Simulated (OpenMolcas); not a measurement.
**Re5+: moving or changing the point charges**

Re5+ among 5 point charges of -1 e arranged as a trigonal bipyramid (D3h), 1.91 Å from the ion, with the axial distance 1.738 Å.
```
   1.9100    0.0000    0.0000  -1.00
  -0.9550    1.6541    0.0000  -1.00
  -0.9550   -1.6541    0.0000  -1.00
   0.0000    0.0000    1.7381  -1.00
   0.0000    0.0000   -1.7381  -1.00
```

```yaml
Program: OpenMolcas
Method: CASSCF
Basis: ANO-RCC-VTZP [8s7p5d3f2g1h]
Scalar_Hamiltonian: DKH2, point nucleus
Active_space: 2 electrons in 5 orbitals (5d)
State_averaging: 2S+1 = 3 even, 10 roots; 2S+1 = 1 even, 15 roots
Spin-orbit_coupling: state interaction with AMFI integrals over the reference wave functions
```

Runs around this geometry, states (labels of D3, the rotations of D3h). Energies in cm-1 above the lowest state or level, χT in cm3 K/mol.

| R (Å) | q (e) | Axial / equatorial distance | Ground state | First state of that spin | First gap with spin-orbit (degeneracies) | χT at 300 K | First state of another spin |
| --- | --- | --- | --- | --- | --- | --- | --- |
| 1.91 | -1 | 0.84 | 3A1 | 3A2 2.0 | 267.6 (2, 1) | 0.165 | 1A1 11179 |
| 1.91 | -0.65 | 0.91 | 3A2 | 3A1 7.4 | 199.2 (2, 1) | 0.201 | 1E 11929 |
| 1.81 | -1 | 0.91 | 3A1 | 3A2 3.8 | 301.8 (2, 1) | 0.173 | 1E 11931 |
| 1.91 | -1 | 0.91 | 3A1 | 3A2 0.6 | 293.5 (2, 1) | 0.182 | 1E 11937 |
| 2.05 | -1 | 0.91 | 3A2 | 3A1 1.2 | 287.7 (2, 1) | 0.198 | 1E 11924 |

The ground state changes within this set.

Without dynamic correlation the repulsion within the d shell is too large (B by tens of per cent), so at a given field states of lower spin stand too high. Spin-orbit coupling mixes the spin-free states strongly: the lowest level takes only 45 % from its leading state, 3A1 (figures for R = 1.91, q = -1, ratio = 0.84; the like holds for R = 1.91, q = -0.65, ratio = 0.91, R = 1.81, q = -1, ratio = 0.91, R = 1.91, q = -1, ratio = 0.91, R = 2.05, q = -1, ratio = 0.91). This is an electrostatic model: the charges have no orbitals. No measured value stands beside these numbers.
